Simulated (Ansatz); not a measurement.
Molecule: C$_{5}$H$_{12}$Si, net charge 0, singlet state. 
Geometry from a B3LYP-D3(BJ)/def2-TZVP (Ansatz, a first-principles code) optimisation:
```xyz
18

C      2.3856     0.2289     0.2073
Si     0.7427    -0.3192    -0.5158
C     -0.4641     1.1047    -0.8483
C     -1.4922     0.9795     0.2977
C     -1.7358    -0.5120     0.5753
C     -0.3691    -1.2137     0.7328
H      2.9670     0.8011    -0.5187
H      2.9874    -0.6293     0.5145
H      2.2287     0.8598     1.0854
H      1.0001    -1.1326    -1.7346
H     -0.9583     0.9546    -1.8121
H      0.0036     2.0900    -0.8803
H     -2.4259     1.4985     0.0684
H     -1.0874     1.4458     1.2022
H     -2.3724    -0.6541     1.4520
H     -2.2703    -0.9462    -0.2758
H     -0.4373    -2.2923     0.5888
H      0.0210    -1.0511     1.7425
```
Charge 0, spin multiplicity 1.

Property: vertical ionisation energy (to the doublet state of charge +1; each state is the SCF solution reached for its spin; for the doublet the Hartree-Fock reference is unstable and T1 is 0.018), in eV. Correlated levels leave the core frozen unless marked. Open shells are spin-unrestricted. No spin-orbit coupling. Non-relativistic. 

| level | program | vertical ionisation energy (eV) |
|---|---|---|
| SVWN5/def2-TZVPD | Ansatz | 9.54 |
| BHLYP/def2-TZVPD | Ansatz | 9.86 |
| wB97M-V/def2-TZVPD | Ansatz | 9.94 |
| B2PLYP/def2-TZVPD | Ansatz | 9.80 |
| RI-MP2/aug-cc-pV(T+d)Z | Ansatz | 10.28 |
| CCSD/aug-cc-pV(D+d)Z | Ansatz | 9.97 |
